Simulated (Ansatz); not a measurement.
Born–Oppenheimer molecular dynamics of H₄OSn (6 atoms, charge 0, multiplicity 1). It starts from a relaxed structure.

The calculation used RKS revPBE-D4/def2-SVP (Ansatz 0.2.0).

| Property | Result |
| --- | --- |
| ensemble | NVE (velocity Verlet) |
| time step | 1 fs |
| steps asked | 300 |
| starting velocities drawn for | 500 K |
| seed | 185206 |

Frames 10 fs apart, positions in Å, forces in eV/Å.

Velocities at 50.0 fs (Å/ps):

```
Sn 0.11 0.10 -0.24
O -1.10 0.93 1.01
H 11.66 -6.48 -6.89
H -11.59 -20.79 4.60
H -7.80 -3.23 15.02
H 11.78 4.53 -0.94
```

```xyz
6
Properties=species:S:1:pos:R:3:forces:R:3 time_fs=50.0 energy_less_start_eV=0.192 T=134
Sn -0.023 -0.027 -0.058 0.89 0.32 0.12
O -0.016 -0.059 1.948 0.56 0.63 0.34
H -0.475 -0.739 2.461 -0.16 -0.38 -0.32
H 1.625 -0.141 -0.766 -0.63 0.08 0.46
H -0.807 1.443 -0.426 -0.01 0.34 -0.12
H -0.964 -1.305 -0.520 -0.65 -1.00 -0.48
6
Properties=species:S:1:pos:R:3:forces:R:3 time_fs=60.0 energy_less_start_eV=0.139 T=235
Sn -0.023 -0.026 -0.059 -1.36 -0.65 -0.06
O -0.016 -0.038 1.968 0.12 0.06 -0.10
H -0.382 -0.895 2.245 -0.04 -0.21 0.17
H 1.538 -0.295 -0.652 0.55 0.14 -0.17
H -0.842 1.492 -0.346 0.27 -0.22 -0.18
H -1.006 -1.475 -0.649 0.46 0.87 0.35
6
Properties=species:S:1:pos:R:3:forces:R:3 time_fs=70.0 energy_less_start_eV=0.147 T=221
Sn -0.027 -0.028 -0.061 1.30 0.98 0.41
O -0.015 -0.031 1.988 -0.11 -0.10 -0.63
H -0.210 -0.978 2.102 -0.02 -0.26 0.64
H 1.646 -0.278 -0.577 -0.37 0.19 0.06
H -0.701 1.495 -0.444 -0.01 0.18 -0.13
H -0.911 -1.294 -0.641 -0.79 -0.99 -0.35
6
Properties=species:S:1:pos:R:3:forces:R:3 time_fs=80.0 energy_less_start_eV=0.112 T=287
Sn -0.028 -0.027 -0.061 -0.19 -0.60 -0.04
O -0.024 -0.047 1.980 -0.16 0.29 -0.18
H 0.010 -0.941 2.373 -0.01 -0.03 -0.26
H 1.651 -0.136 -0.513 -0.07 -0.19 -0.08
H -0.543 1.541 -0.621 -0.14 -0.16 0.26
H -1.086 -1.377 -0.689 0.57 0.69 0.30
6
Properties=species:S:1:pos:R:3:forces:R:3 time_fs=90.0 energy_less_start_eV=0.111 T=288
Sn -0.027 -0.028 -0.059 0.70 0.31 0.37
O -0.044 -0.054 1.962 -0.17 0.27 0.33
H 0.237 -0.861 2.443 -0.03 0.10 -0.54
H 1.631 -0.153 -0.533 0.08 -0.21 -0.10
H -0.514 1.534 -0.600 -0.18 0.09 0.24
H -1.061 -1.222 -0.630 -0.40 -0.57 -0.29
6
Properties=species:S:1:pos:R:3:forces:R:3 time_fs=100.0 energy_less_start_eV=0.066 T=375
Sn -0.024 -0.028 -0.056 -0.11 -0.28 -0.79
O -0.074 -0.039 1.953 0.53 -0.70 0.27
H 0.470 -0.835 2.179 -0.36 0.47 0.24
H 1.632 -0.353 -0.640 -0.49 0.15 0.20
H -0.621 1.560 -0.380 0.07 -0.02 -0.10
H -1.134 -1.281 -0.686 0.37 0.38 0.19
6
Properties=species:S:1:pos:R:3:forces:R:3 time_fs=110.0 energy_less_start_eV=0.127 T=257
Sn -0.021 -0.028 -0.058 -1.18 0.35 -0.11
O -0.089 -0.041 1.955 0.72 -0.65 0.22
H 0.599 -0.714 2.183 -0.41 0.31 0.32
H 1.489 -0.461 -0.660 0.75 0.07 -0.16
H -0.671 1.569 -0.237 0.20 -0.11 -0.29
H -1.096 -1.239 -0.694 -0.09 0.03 0.03
6
Properties=species:S:1:pos:R:3:forces:R:3 time_fs=120.0 energy_less_start_eV=0.106 T=298
Sn -0.024 -0.027 -0.060 0.82 -0.54 0.12
O -0.080 -0.064 1.965 -0.20 0.16 0.08
H 0.589 -0.541 2.492 0.07 -0.10 -0.43
H 1.629 -0.427 -0.690 -0.71 0.27 0.30
H -0.574 1.566 -0.351 0.01 0.20 -0.12
H -1.135 -1.208 -0.687 0.00 0.01 0.06
6
Properties=species:S:1:pos:R:3:forces:R:3 time_fs=130.0 energy_less_start_eV=0.143 T=228
Sn -0.024 -0.028 -0.061 -1.04 0.11 0.51
O -0.081 -0.080 1.978 -0.60 0.32 -0.32
H 0.656 -0.457 2.481 0.37 -0.17 -0.28
H 1.538 -0.253 -0.595 0.94 -0.36 -0.32
H -0.434 1.606 -0.553 -0.10 -0.25 0.21
H -1.228 -1.201 -0.646 0.44 0.36 0.20
6
Properties=species:S:1:pos:R:3:forces:R:3 time_fs=140.0 energy_less_start_eV=0.157 T=200
Sn -0.025 -0.027 -0.059 1.16 0.51 -0.04
O -0.098 -0.085 1.981 0.07 0.06 -0.50
H 0.804 -0.415 2.138 0.23 -0.08 0.56
H 1.701 -0.287 -0.578 -0.86 -0.09 0.29
H -0.392 1.553 -0.619 -0.14 0.23 0.03
H -1.170 -1.136 -0.560 -0.46 -0.63 -0.35
6
Properties=species:S:1:pos:R:3:forces:R:3 time_fs=150.0 energy_less_start_eV=0.132 T=249
Sn -0.024 -0.024 -0.058 -1.60 -0.42 -0.40
O -0.093 -0.094 1.963 0.07 0.08 -0.06
H 0.835 -0.325 2.151 0.07 -0.03 0.43
H 1.543 -0.471 -0.441 0.82 -0.16 -0.29
H -0.464 1.572 -0.608 0.05 -0.18 0.08
H -1.202 -1.292 -0.630 0.59 0.72 0.24
6
Properties=species:S:1:pos:R:3:forces:R:3 time_fs=160.0 energy_less_start_eV=0.203 T=114
Sn -0.027 -0.023 -0.058 1.82 0.03 0.37
O -0.075 -0.101 1.945 -0.58 0.09 0.49
H 0.743 -0.209 2.462 0.14 0.01 -0.44
H 1.620 -0.648 -0.444 -0.55 0.52 -0.06
H -0.507 1.551 -0.550 0.11 0.15 -0.03
H -1.046 -1.179 -0.642 -0.94 -0.82 -0.34
```

Of the whole run (300 fs, mean temperature of the second half 251 K): The conserved energy stayed within 0.61 meV per atom of its start (net change 0.2 meV per atom), so the integration is sound. The temperature averaged 0.50 of the 500 K drawn at the start: a run that starts near a minimum puts about half its kinetic energy into the potential. A run of 0.3 ps of so small a system gives no equilibrium averages.

Run time: 2.3 min on 1 thread of AMD EPYC 9R45 96-Core Processor (Zen 5) (shared host), peak memory 0.12 GiB.
